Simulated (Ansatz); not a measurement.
def2 core potentials replace the inner electrons of Sn.

Species: C₄H₁₀O₃Sn, SMILES `C=CC[CH2][Sn]([OH])([OH])[OH]` (charge 0, multiplicity 1).

Question: Give a relaxed geometry from PBE0-D3(BJ)/def2-SVP (Ansatz, a first-principles code).

Answer: Several could match; the one computed here: the end point of this relaxation, one of several conformers (outside a Z-matrix the atoms follow the SMILES, hydrogens last).
Cartesian coordinates (Å) in one orientation:
```xyz
18

C      3.472     0.084     0.133
C      2.418    -0.026    -0.675
C      1.028     0.420    -0.339
C      0.049    -0.754    -0.304
Sn    -1.922    -0.131     0.216
O     -2.917     0.629    -1.322
O     -1.881     1.302     1.587
O     -3.063    -1.566     0.968
H      3.384     0.543     1.124
H      4.462    -0.272    -0.164
H      2.548    -0.494    -1.661
H      0.691     1.157    -1.089
H      1.029     0.942     0.632
H     -0.022    -1.261    -1.280
H      0.350    -1.508     0.439
H     -3.290     1.487    -1.087
H     -2.439     1.066     2.338
H     -3.897    -1.618     0.485
```
